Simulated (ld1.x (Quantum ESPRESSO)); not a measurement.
Logarithmic derivatives: nitrogen, PAW

| Quantity | Value |
| --- | --- |
| Element | nitrogen (N) |
| Generator | ld1.x (Quantum ESPRESSO) 7.5 |
| Type | PAW |
| Functional | PBE |
| Relativity | non-relativistic |
| Frozen core | [He] |
| Valence charge | 5 |
| Reference configuration | 2s2 2p3 |
| Partial waves | 2s (bound): rcut 0.65, rcutus 0.80 bohr; 2s channel at 2.4 Ry: rcut 0.65, rcutus 0.80 bohr; 2p (bound): rcut 1.55, rcutus 2.00 bohr; 2p channel at 0.5 Ry: rcut 1.55, rcutus 2.00 bohr; 3d channel at -0.1 Ry: rcut 1.70, rcutus 2.00 bohr; 3d channel at 1.2 Ry: rcut 1.70, rcutus 2.00 bohr |
| Local potential | all-electron potential smoothed inside 1.65 bohr (lloc = -1) |
| Core correction | Bessel-smoothed model core, default radius (core density twice the valence density) |
| Augmentation charge | BESSEL, radius 0.60 bohr |

The phase is arctan(r·u′/u) with u = r·R(r), unwrapped; energies in Ry, scanned from -3 to 5 Ry. A pole is an energy at which the radial function vanishes at the test radius. The pseudo phase is shifted by a multiple of π to meet the all-electron one at the reference energy, and phase errors are pseudo minus all-electron; the curves can meet again beyond the range given. Levels narrower than the energy grid can be missing from the lists of poles.

Task: For each channel, where are the poles, and over which energies does the pseudopotential scatter like the atom?

Result:

```tsv
channel	radius (bohr)	reference energy (Ry)	poles, all-electron	poles, pseudo	unbroken range about the reference energy with phases within 0.05 rad	phase error 1 Ry above the reference energy (rad)
s	2.19	-1.36	-0.89	-0.89	the whole range	+0.000
p	2.19	-0.52	0.01	0.01	the whole range	-0.000
d	2.19	-0.10	4.49	4.51	the whole range	+0.000
```

Phases in the d channel:

| E (Ry) | all-electron | pseudo |
| --- | --- | --- |
| -3.00 | 1.339 | 1.339 |
| -2.52 | 1.323 | 1.323 |
| -2.04 | 1.305 | 1.305 |
| -1.56 | 1.281 | 1.281 |
| -1.08 | 1.251 | 1.251 |
| -0.60 | 1.211 | 1.211 |
| -0.12 | 1.153 | 1.153 |
| 0.36 | 1.063 | 1.063 |
| 0.84 | 0.905 | 0.905 |
| 1.32 | 0.578 | 0.578 |
| 1.80 | -0.112 | -0.112 |
| 2.28 | -0.838 | -0.838 |
| 2.76 | -1.194 | -1.194 |
| 3.24 | -1.367 | -1.366 |
| 3.72 | -1.468 | -1.467 |
| 4.20 | -1.537 | -1.535 |
| 4.68 | -1.591 | -1.588 |
